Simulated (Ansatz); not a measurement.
Start from `[SiH3]NP` and change one atom or group to get `CCN([SiH3])P`.

Ansatz, PBE0-D4/def2-TZVP geometries, multiplicity 1. Each molecule was computed in one conformer, which needn't be the lowest.

```
                                        property  `[SiH3]NP`
               HOMO energy (PBE/def2-TZVPP) / eV       -6.21
           HOMO energy (ωB97M-V/def2-TZVPP) / eV       -9.57
size of the dipole moment (B3LYP/def2-TZVPP) / D        0.70
              LUMO energy (PBE0/def2-TZVPP) / eV       -0.20
         HOMO–LUMO gap (ωB97M-V/def2-TZVPP) / eV       11.07
             LUMO energy (B3LYP/def2-TZVPP) / eV       -0.42
```

(1) What does the change do to each property? (An estimate is asked.)

Answers

(1) Ansatz gave: 
```json
{"property": "HOMO energy (PBE/def2-TZVPP) / eV", "`CCN([SiH3])P`": "-5.83", "shift": "0.38"}
{"property": "HOMO energy (ωB97M-V/def2-TZVPP) / eV", "`CCN([SiH3])P`": "-9.34", "shift": "0.23"}
{"property": "size of the dipole moment (B3LYP/def2-TZVPP) / D", "`CCN([SiH3])P`": "1.53", "shift": "0.83"}
{"property": "LUMO energy (PBE0/def2-TZVPP) / eV", "`CCN([SiH3])P`": "0.07", "shift": "0.27"}
{"property": "HOMO–LUMO gap (ωB97M-V/def2-TZVPP) / eV", "`CCN([SiH3])P`": "11.18", "shift": "0.11"}
{"property": "LUMO energy (B3LYP/def2-TZVPP) / eV", "`CCN([SiH3])P`": "-0.11", "shift": "0.31"}
```

Dipoles are sizes alone; their direction can turn.

B3LYP here is the variant with VWN-RPA as its local correlation; programs differ in this.
